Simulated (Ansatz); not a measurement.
CH5BSeSi (`[SeH][SiH]1BC1`) at its PBE0-D4/def2-TZVP geometry, where that method's forces vanish. Total charge 0; spin multiplicity 1.

```xyz
9

Se    0.9507   -1.0912   -2.1888
Si    0.7195   -0.2423   -0.0995
B     0.0675    1.4854    0.2854
C    -0.9593    0.5809    0.8403
H     1.0232   -2.4760   -1.7053
H     1.0467   -1.3051    0.8753
H    -0.0387    2.5219   -0.2827
H    -0.7817   -0.2357    1.5454
H    -2.0279    0.7621    0.7299
```

**Question.** What forces (eV/Å) does r2SCAN-D4/def2-TZVPP give on these atoms in Ansatz? (Estimate.)

**Answer.** Computed: 
```
Se1  0.007 -0.043 -0.064
Si2  0.071 -0.048  0.050
B3   0.003  0.102 -0.045
C4  -0.016 -0.020  0.068
H5   0.002  0.013 -0.006
H6  -0.005  0.008 -0.013
H7  -0.006 -0.027  0.020
H8  -0.049  0.017 -0.023
H9  -0.007 -0.001  0.013
```
